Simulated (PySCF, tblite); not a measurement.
Isomers of C4H4F3PS, one GFN2-xTB conformer each. Single-point energies are computed at PBE0/pcSseg-1 (PySCF, gas phase, no added dispersion term), electronic only.

| SMILES | GFN2-xTB relative energy (kcal/mol) |
| --- | --- |
| C[P@]1(=S)C=C1C(F)(F)F | 0.0 |
| FC(F)(F)CP1(=S)C=C1 | 2.2 |

Conformers: `[F:1][C:2]([F:3])([F:4])[CH2:5][P:6]1(=[S:7])[CH:8]=[CH:9]1` with C2–C5–P6–S7 -68°.

**Question.** What does PBE0/pcSseg-1 give for the same structures?

**Answer.** 
```tsv
SMILES	PBE0/pcSseg-1 E (Eh)	PBE0/pcSseg-1 (kcal/mol)	GFN2-xTB (kcal/mol)	point group
C[P@]1(=S)C=C1C(F)(F)F	-1193.06026	0.0	0.0	C1
FC(F)(F)CP1(=S)C=C1	-1193.05410	3.9	2.2	C1
```

Both levels put the same isomer lowest. 

**Question.** Which frontier levels, dipoles and rotational constants go with these structures?

**Answer.** 
```csv
SMILES,"HOMO (eV, PBE0/pcSseg-1)",LUMO (eV),dipole (D),"A, B, C (MHz)"
C[P@]1(=S)C=C1C(F)(F)F,-7.05,-1.72,3.97,"2059, 677.6, 618.4"
FC(F)(F)CP1(=S)C=C1,-6.83,-1.29,4.84,"1868, 907.1, 717.5"
```

**Question.** What happens when harmonic zero-point energies from GFN2-xTB frequencies are added?

**Answer.** 
```csv
SMILES,ZPE (kcal/mol),electronic (kcal/mol),with ZPE (kcal/mol)
C[P@]1(=S)C=C1C(F)(F)F,45.1,0.0,0.0
FC(F)(F)CP1(=S)C=C1,45.4,3.9,4.1
```

The zero-point energies span 0.3 kcal/mol. The order is unchanged.
